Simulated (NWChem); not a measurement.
Species: MoN₂H₃OCl; SMILES [NH]=[Mo](=[NH])([OH])[Cl]

```xyz
8

Mo    -0.0233    -0.2595     0.0000
N     -0.9198    -0.7279     1.3852
H     -1.7322    -1.0964     1.8759
N     -0.9198    -0.7279    -1.3852
H     -1.7322    -1.0964    -1.8759
Cl     0.1481     2.0338     0.0000
O      1.6205    -1.1505     0.0000
H      1.8377    -2.0875     0.0000
```
Atoms are numbered in this order, from 1.

Computed with NWChem. Structure relaxed at the PBE0/def2-SVP level. Not confirmed as a minimum by frequencies. def2 effective core potentials on Mo; no spin-orbit coupling. Level B3LYP/def2-SVP: energy and gradient on several grids; changes count from the extra-fine grid, which is no exact limit either.

### Question
Which is the coarsest grid (xfine; medium; xcoarse; fine; coarse) from which on the energy stays within 100 μHa and each gradient component within 200 μHa/bohr of xfine?

### Answer
medium.
```tsv
grid	size of the energy change (μHa)	largest change of a gradient component (μHa/bohr)	time, medium = 1 (rough)
xcoarse	4000	6000	about 1
coarse	80	400	about 1
medium	< 10	< 30	about 1
fine	< 10	< 30	about 1
xfine	< 10	< 30	2
```
